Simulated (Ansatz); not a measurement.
Ideal-gas functions of C₂HCl₃Hf (`C#[C][Hf]([Cl])([Cl])[Cl]`) at 298.15 K and 1 bar, from an Ansatz frequency run at PBE0-D4/def2-TZVP.

Molar mass 309.88 g/mol, point group C3v (symmetry number 3), electronic degeneracy 1, moments of inertia 518.064, 525.426, 525.464 u Å². Harmonic wavenumbers (cm⁻¹, unscaled): 69, 69, 95, 97, 97, 208, 208, 382, 396, 396, 444, 746, 746, 2089, 3449.

Use S(trans) = R[1.5 ln M + 2.5 ln T − 1.1517]; rotational temperatures θ = 24.2544 K / I; S(rot) = R[ln(√π/σ · √(T³/θAθBθC)) + 1.5]; for each mode x = 1.438777 ν̃/T, S = R[x/(eˣ − 1) − ln(1 − e⁻ˣ)] and H = RT x/(eˣ − 1); 1 cm⁻¹ = 0.0119627 kJ/mol; R = 8.31446 J/(mol·K).

Task: By hand: the entropy, in J/(mol·K).

Result: Translation 180.4. Rotation: θ = 0.0468, 0.0462, 0.0462 K, giving 117.4. Vibration, mode by mode: 17.50, 17.50, 14.87, 14.70, 14.70, 8.62, 8.62, 4.31, 4.09, 4.09, 3.41, 1.07, 1.07, 0.00, 0.00, in all 114.6. Electronic 0.0. Sum 412.4 J/(mol·K).

Task: By hand: H − E and G − E in kJ/mol, counted from the electronic energy.

Result: Zero-point energy ½ × 9491 × 0.0119627 = 56.8; thermal vibration 16.6; translation, rotation and pV give 4 RT = 9.9. H − E = 83.3 kJ/mol, and G − E = 83.3 − 298.15 × 412.4/1000 = -39.7 kJ/mol.

Vibration gives 28 % of the entropy, 79.3 J/(mol·K) of it from the modes under 150 cm⁻¹: soft modes count most, and the harmonic formula is weakest for them.
